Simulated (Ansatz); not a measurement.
The cluster Ba2O⁺. Total charge 1; doublet. Geometry PBE0-D4/def2-TZVP.

```xyz
3

Ba   -2.029   -0.365   -0.272
Ba    1.999    0.565   -0.074
O     0.029   -0.200    0.346
```

In the def2 sets Ba takes a core potential; there is no spin–orbit coupling. The structure comes from a short search, and lower isomers may exist.

(1) Estimate the α-spin orbital energies around the gap (eV) in Ansatz with PBE-D4/def2-SVP, PBE-D4/def2-TZVP, r2SCAN0-D4/def2-TZVP, CAM-B3LYP-D4/def2-TZVP, ωB97X-V/def2-TZVP.

## Answers

(1) 
| orbital | PBE-D4/def2-SVP | PBE-D4/def2-TZVP | r2SCAN0-D4/def2-TZVP | CAM-B3LYP-D4/def2-TZVP | ωB97X-V/def2-TZVP |
| --- | --- | --- | --- | --- | --- |
| HOMO−13 | -511.94 | -511.50 | -527.57 | -523.23 | -523.49 |
| HOMO−12 | -36.67 | -36.57 | -39.84 | -40.91 | -42.27 |
| HOMO−11 | -36.62 | -36.51 | -39.76 | -40.84 | -42.20 |
| HOMO−10 | -25.22 | -25.37 | -28.79 | -29.44 | -30.69 |
| HOMO−9 | -21.73 | -21.53 | -23.62 | -24.72 | -25.97 |
| HOMO−8 | -21.55 | -21.35 | -23.29 | -24.35 | -25.56 |
| HOMO−7 | -21.53 | -21.33 | -23.28 | -24.34 | -25.55 |
| HOMO−6 | -21.50 | -21.31 | -23.23 | -24.27 | -25.48 |
| HOMO−5 | -21.46 | -21.27 | -23.19 | -24.24 | -25.44 |
| HOMO−4 | -19.15 | -19.13 | -21.13 | -22.13 | -23.30 |
| HOMO−3 | -9.81 | -9.75 | -11.15 | -12.34 | -13.30 |
| HOMO−2 | -9.75 | -9.70 | -11.09 | -12.28 | -13.23 |
| HOMO−1 | -9.51 | -9.43 | -10.78 | -11.91 | -12.83 |
| HOMO | -5.97 | -5.93 | -6.23 | -6.86 | -7.23 |
| LUMO | -5.23 | -5.20 | -4.60 | -4.19 | -3.41 |
| LUMO+1 | -4.72 | -4.63 | -3.81 | -3.03 | -2.43 |
| LUMO+2 | -4.70 | -4.61 | -3.77 | -3.00 | -2.37 |
| LUMO+3 | -4.26 | -4.16 | -3.28 | -2.71 | -1.99 |
| LUMO+4 | -4.26 | -4.15 | -3.19 | -2.68 | -1.84 |
| LUMO+5 | -3.97 | -3.93 | -3.15 | -2.63 | -1.84 |
| β HOMO | -9.50 | -9.42 | -10.78 | -11.90 | -12.82 |
| β LUMO | -5.48 | -5.42 | -4.57 | -4.37 | -3.04 |
